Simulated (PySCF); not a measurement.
# Electron correlation in In²⁺ (indium, charge +2)

[Kr] 4d9 5s2, 2D determinant (an excited configuration). All numbers are calculated (PySCF 2.14, scalar relativity by spin-free X2C-1e, in x2c-TZVPPall). Frozen: [Ar] 3d10; 19 electrons correlated.

```
  level  correlation energy (mhartree)
   CCSD                        -307.18
    (T)                          -6.62
CCSD(T)                        -313.80
```

Diagnostics: T1 = 0.0085, D1 = 0.0223, largest double amplitude 0.081.

Cost of the coupled-cluster step: about 10 core-seconds, for 19 correlated electrons.

Iterations:

```
CC2 = 0
CCSD nocc = (np.int64(10), np.int64(9)), nmo = (46, 46)
frozen orbitals [[0, 1, 2, 3, 4, 5, 6, 7, 8, 9, 10, 11, 12, 13], [0, 1, 2, 3, 4, 5, 6, 7, 8, 9, 10, 11, 12, 13]]
max_cycle = 100
direct = 0
conv_tol = 1e-08
conv_tol_normt = 1e-06
diis_space = 8
diis_start_cycle = 0
Init t2, MP2 energy = -0.31242109587356
Init E_corr(UCCSD) = -0.312421095870875
cycle = 1  E_corr(UCCSD) = -0.299345673267059  dE = 0.0130754226  norm(t1,t2) = 0.0558453
cycle = 2  E_corr(UCCSD) = -0.306501896113702  dE = -0.00715622285  norm(t1,t2) = 0.0147155
cycle = 3  E_corr(UCCSD) = -0.306558139257638  dE = -5.62431439e-05  norm(t1,t2) = 0.0064473
cycle = 4  E_corr(UCCSD) = -0.30667834450445  dE = -0.000120205247  norm(t1,t2) = 0.0132231
cycle = 5  E_corr(UCCSD) = -0.307183258327754  dE = -0.000504913823  norm(t1,t2) = 0.00764757
cycle = 6  E_corr(UCCSD) = -0.307168172844882  dE = 1.50854829e-05  norm(t1,t2) = 0.00210268
cycle = 7  E_corr(UCCSD) = -0.307160115117619  dE = 8.05772726e-06  norm(t1,t2) = 0.000692936
cycle = 8  E_corr(UCCSD) = -0.307183339000481  dE = -2.32238829e-05  norm(t1,t2) = 0.000220086
cycle = 9  E_corr(UCCSD) = -0.307178185872223  dE = 5.15312826e-06  norm(t1,t2) = 6.16376e-05
cycle = 10  E_corr(UCCSD) = -0.307178150850583  dE = 3.50216407e-08  norm(t1,t2) = 1.44437e-05
cycle = 11  E_corr(UCCSD) = -0.307178488626143  dE = -3.3777556e-07  norm(t1,t2) = 3.83023e-06
cycle = 12  E_corr(UCCSD) = -0.307178427091837  dE = 6.15343061e-08  norm(t1,t2) = 9.73719e-07
cycle = 13  E_corr(UCCSD) = -0.307178436178071  dE = -9.08623415e-09  norm(t1,t2) = 4.48819e-07
UCCSD converged
E(UCCSD) = -5877.178146914273  E_corr = -0.307178436178071
UCCSD(T) correction = -0.00662476065033006
```

This basis was not built for core-valence correlation, so the inner-shell part is incomplete.
